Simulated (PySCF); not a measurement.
# Si: excitation energy

Si [Ne] 3s2 3p2 (3P) → Si [Ne] 3s1 3p3 (5S), as a difference of total energies. Computed with PySCF 2.14 in dyall-acv3z, with the non-relativistic Hamiltonian (point nucleus). Correlated levels: valence: [Ne] frozen; valence and next inner shell: 1s2 frozen; virtual orbitals above 40 to 60 times the deepest correlated orbital energy dropped. The calculations carry no spin-orbit coupling.

```
                                method  excitation energy (eV)
                                   UHF                   2.604
                                   LDA                   4.288
                                   PBE                   4.203
                                  PBE0                   4.028
                                r2SCAN                   3.603
                                revPBE                   4.125
                             BHandHLYP                   4.449
                         MP2 (valence)                   3.584
                     SCS-MP2 (valence)                   4.061
    MP2 (valence and next inner shell)                   3.755
SCS-MP2 (valence and next inner shell)                   4.188
```

Problem. How much does correlation contribute at MP2 (valence and next inner shell)?

Solution. 3.755 − (2.604) = 1.151 eV, measured against UHF.

A first-order spin-orbit estimate (lowest level to lowest level, LS coupling) adds 0.016 eV.
